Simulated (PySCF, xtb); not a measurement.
Hf(OH)3(SH) (H₄HfO₃S), SMILES [OH][Hf]([OH])([SH])[OH], multiplicity 1. Other conformers were not sampled.

Harmonic wavenumbers (cm⁻¹) from GFN2-xTB run with xtb at its own minimum, in rising order: 47, 61, 75, 94, 98, 129, 178, 225, 239, 302, 430, 441, 450, 470, 537, 556, 560, 2362, 3561, 3564, 3566.

Problem. What does PBE-D3(BJ)/def2-SVP run with PySCF give at its own minimum? (The exact figures need the calculation; the answer reports its results.)

Solution. 73, 84, 114, 127, 142, 171, 182, 222, 234, 270, 294, 326, 355, 503, 681, 685, 701, 2601, 3886, 3898, 3901. Paired by order, the mean absolute difference is 108 cm⁻¹ and the zero-point energies are 25.7 and 27.8 kcal/mol.
